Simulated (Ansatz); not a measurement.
Reaction (isomerisation): `NB1NCO1` → `N=COBN`

Isolated molecules relaxed with PBE0-D4/def2-TZVP in Ansatz; ΔE leaves out vibrations. CCSD(T)/CBS adds triple-zeta CCSD(T) − MP2 to the extrapolated MP2 energy (def2 sets, frozen cores). Functionals use def2-TZVPP. One conformer a species, not always the lowest.

(1) Is it downhill or uphill in electronic energy at CCSD(T)/CBS, and by how much? (Estimate.)

(2) What do these levels give: LDA (SPW92), revPBE-D4, B97M-V, r2SCAN0-D4, revPBE, CAM-B3LYP, HF/def2-SVP, CCSD(T)/def2-SVP, HF/def2-TZVPP, MP2/def2-TZVPP, CCSD(T)/def2-TZVPP, SCS-MP2/def2-QZVPP? (Best estimate.)

Largest T1 diagnostic among the species: 0.014.

Answers

(1) Ansatz gave: Uphill: ΔE = +6.4 kcal/mol.

(2) Computed: LDA (SPW92) 9.2, revPBE-D4 5.1, B97M-V 6.1, r2SCAN0-D4 8.2, revPBE 5.3, CAM-B3LYP 5.3, HF/def2-SVP 5.1, CCSD(T)/def2-SVP 4.1, HF/def2-TZVPP 4.4, MP2/def2-TZVPP 7.5, CCSD(T)/def2-TZVPP 5.8, SCS-MP2/def2-QZVPP 6.8 kcal/mol.

From r2SCAN to r2SCAN0 (25 % exact exchange), in def2-TZVPP and without D4, ΔE moves by +2.3 kcal/mol. At CCSD(T), def2-SVP lies −2.3 kcal/mol from the extrapolated value and def2-TZVPP −0.6 kcal/mol. In def2-TZVPP, CCSD(T) changes the Hartree–Fock value by +1.3 kcal/mol (the triples alone add −0.9 kcal/mol) and MP2 by +3.1 kcal/mol.
